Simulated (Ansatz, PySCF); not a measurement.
Gas-phase reaction in SMILES: [CH2][SiH3] -> C[SiH2]
Geometries: B3LYP-D3(BJ)/def2-TZVP minima from Ansatz (a quantum-chemistry and plane-wave program).

Property: isomerisation energy (electronic energy difference), in kcal/mol. Correlated levels leave the core frozen unless marked. UHF or UKS for open shells. No spin-orbit coupling. Non-relativistic. CBS marks a two-point X^-3 extrapolation of the correlation energy; Hartree-Fock from the larger set. The bracket is a focal-point correction in the basis named.

```csv
level,program,isomerisation energy (kcal/mol)
HF-D4/def2-TZVPD,PySCF + dftd4,___
BLYP/def2-TZVPD,Ansatz,-11.0
TPSS-D4/def2-TZVPD,PySCF + dftd4,___
r2SCANh-D4/def2-TZVPD,Ansatz + dftd4,___
PW6B95-D4/def2-TZVPD,PySCF + dftd4,___
B2GP-PLYP-D4/def2-TZVPD,Ansatz + dftd4,-11.0
SCS-MP2/cc-pV(D+d)Z,Ansatz,-11.6
"RI-MP2/CBS(def2-TZVPPD,def2-QZVPPD)+[CCSD(T)-MP2]/def2-TZVPPD",Ansatz,-11.0
```

**Question.** What belongs in the gaps?

**Answer.** 
- HF-D4/def2-TZVPD, isomerisation energy (kcal/mol): -5.0
- TPSS-D4/def2-TZVPD, isomerisation energy (kcal/mol): -9.3
- r2SCANh-D4/def2-TZVPD, isomerisation energy (kcal/mol): -10.8
- PW6B95-D4/def2-TZVPD, isomerisation energy (kcal/mol): -11.9
